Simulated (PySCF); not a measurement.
Ionisation energy of Dy²⁷⁺ by level of theory

Dy²⁷⁺ [Kr] 4d3 (4F) → Dy²⁸⁺ [Kr] 4d2 (3F), as a difference of total energies. All numbers are calculated (PySCF 2.14, the spin-free X2C one-electron Hamiltonian (Gaussian nucleus), in an even-tempered Gaussian basis (19 s from 1.9 bohr⁻², ratio 2.5; 14 p from 2.5 bohr⁻², ratio 2.5; 9 d from 2.5 bohr⁻², ratio 2.5; 4 f from 11 bohr⁻², ratio 2.7; 3 g from 17 bohr⁻², ratio 2.7)). Correlated levels: outer shells: [Ar] 3d10 frozen; virtual orbitals above 40 to 60 times the deepest correlated orbital energy dropped. The calculations carry no spin-orbit coupling.

```csv
method,ionisation energy (eV)
UHF,965.89
MP2 (outer shells),966.22
SCS-MP2 (outer shells),966.07
CCSD (outer shells),966.17
CCSD(T) (outer shells),966.17
```

Task: How much does correlation contribute at CCSD(T) (outer shells)?

Result: 966.17 − (965.89) = 0.28 eV, measured against UHF.

Spin-orbit coupling is strong in these open shells (close to jj coupling). The scalar numbers leave it out and a first-order estimate fails, so it can dominate the gap to the real levels.

Breit and QED terms and the two-electron picture change are absent.

For comparison: 969 ± 4 eV (theoretical estimate listed by NIST; NIST Atomic Spectra Database, ionization energies).
